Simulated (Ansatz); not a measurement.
Basis-set extrapolation for `BNC(=N)F` (PBE0-D4/def2-TZVP geometry, frozen core, Ansatz 0.2.0). Multiplicity 1, RHF reference.

```
                      def2-TZVPP   def2-QZVPP
                 HF  -273.360795  -273.373123
    MP2 correlation    -0.908685    -0.978341
CCSD(T) correlation    -0.969504      not run
```

Energies in hartree. Use E(X) = E(∞) + A·exp(−7.88·√X) for Hartree–Fock and E(X) = E(∞) + B·X^(−2.97) for correlation, with X = 3 and 4, and add CCSD(T) minus MP2 of the smaller set to the MP2 limit.

Question: What is the CCSD(T) energy at the basis-set limit?

Answer: HF limit: -273.373123 + (-0.012328) × 0.13774 = -273.37482. MP2 limit: -0.978341 + (-0.069656) × 0.74074 = -1.02994. Higher-order term: -0.969504 − (-0.908685) = -0.06082. Total: -274.46558 hartree, 355.2 kJ/mol below CCSD(T)/def2-TZVPP.
